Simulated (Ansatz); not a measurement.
`[SiH3]C[AsH2]` + `O[SiH3]` → `[SiH3]O[AsH2]` + `C[SiH3]` at 298.15 K and 1 bar (ligand exchange at the As–C bond).

Computed with Ansatz on PBE0-D4/def2-TZVP structures; ΔE is electronic, products minus reactants. CBS: MP2 limit from def2 TZ/QZ plus the TZ coupled-cluster correction, frozen cores. This one scheme is used for every species. For As outer-core shells are correlated without core-valence functions, which leaves a few kJ/mol of doubt a bond. Scalar relativity is left out up to krypton.

```
        species  CCSD(T)/CBS energy (Eh)  H − E (kJ/mol)  S (J/(mol·K))
`[SiH3]C[AsH2]`              -2566.33655           196.2          326.8
      `O[SiH3]`               -366.69042           113.6          257.8
`[SiH3]O[AsH2]`              -2602.28728           136.3          338.7
      `C[SiH3]`               -330.73916           173.3          255.5
```

H − E and S are ideal-gas, rigid-rotor, harmonic terms from PBE0-D4/def2-TZVP. 1 Eh = 2625.50 kJ/mol, R = 8.31446 J/(mol·K).

Q: By hand: ΔE, ΔH, ΔS and ΔG.

A: ΔE = (-2602.28728) + (-330.73916) − (-2566.33655) − (-366.69042) = 0.00053 Eh = 1.4 kJ/mol. Δ(H − E) = 136.3 + 173.3 − 196.2 − 113.6 = -0.2, so ΔH = 1.2 kJ/mol. ΔS = 338.7 + 255.5 − 326.8 − 257.8 = 9.6 J/(mol·K). ΔG = 1.2 − 298.15 × (9.6)/1000 = -1.7 kJ/mol.

Q: By hand: the equilibrium constant, and the temperature at which ΔG would vanish if ΔH and ΔS stayed fixed.

A: log₁₀ K = −ΔG/(RT ln 10) = 0.3. ΔG = 0 at ΔH/ΔS = 125 K, though so small a ΔH makes that figure unsure.

TΔS isn't small against ΔH here. The sign of ΔG lies within the doubt. A doubt of 5 kJ/mol in ΔE shifts log₁₀ K by 0.9 here. Modes under 60 cm⁻¹, often nearly free rotors, make the harmonic entropy too high. These are equilibria of isolated gas molecules and say nothing of rates. Largest T1 diagnostic: 0.012 (customary marks: 0.02 for closed shells, 0.045 for open ones).
